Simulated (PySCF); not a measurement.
# Radial density of Cu²⁺ (copper, charge +2)

wB97X, [Ar] 3d8 4p1, one real determinant (an excited configuration). All numbers are calculated (PySCF 2.14, scalar relativity by spin-free X2C-1e, in ANO-RCC-VQZP).

```csv
r (bohr),4πr²ρ (e/bohr),4πr²(ρα − ρβ)
0.000713,0.1716,0.0000
0.00120,0.4315,0.0000
0.00202,1.066,0.0000
0.00339,2.564,0.0000
0.00570,5.890,0.0001
0.00959,12.49,0.0001
0.0161,23.00,0.0004
0.0271,33.39,0.0017
0.0457,33.92,0.0074
0.0768,27.88,0.0291
0.129,36.73,0.1090
0.217,34.77,0.4814
0.365,17.58,1.6473
0.615,22.34,2.4227
1.03,9.866,1.2488
1.74,1.615,0.6009
2.93,0.3976,0.3601
4.92,0.03374,0.0337
8.28,7.447e-05,0.0000
```

Densities and radii are taken from the X2C orbitals without a picture-change correction, which distorts them close to the nucleus.

⟨L²⟩ = 14.01 against 20 for a pure G term, so this real determinant mixes terms.
